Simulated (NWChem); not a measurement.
System: InH₂OBr; SMILES [OH][InH][Br]

Here is an NWChem input.

```
start job
memory heap 200 mb stack 900 mb global 1100 mb
geometry units angstroms noautoz
  In    -0.268395     0.815623     0.000000
  H     -1.819007     1.535721     0.000000
  Br     0.045351    -1.642178     0.000000
  O      1.500485     1.727682     0.000000
  H      1.422366     2.688932     0.000000
end
basis spherical
  * library def2-svp
end
ecp
  In library def2-ecp
end
dft
  xc xcamb88 1.00 lyp 0.81 vwn_5 0.19 hfexch 1.00
  cam 0.33 cam_alpha 0.19 cam_beta 0.46
  iterations 150
  vectors input atomic output neutral.movecs
end
task dft energy
charge 1
dft
  odft
  mult 2
  vectors input atomic output cation.movecs
end
task dft energy
```

All runs use the structure optimised with PBE0/def2-SVP. No frequency run checked for a minimum. def2 effective core potentials on In; no spin-orbit coupling.

Ions are spin-unrestricted doublets at the neutral geometry; other ion states weren't tried.

Q: What results follow from this input? (CAM-B3LYP/def2-SVP with def2 effective core potentials on In, vertical spin-unrestricted ions.) Quantities: vertical ionisation energy, ΔSCF (eV); −ε(HOMO) (eV).

A: 
```
Item                                   Value
-------------------------------------  -----
vertical ionisation energy, ΔSCF (eV)  10.45
−ε(HOMO) (eV)                           9.25
```
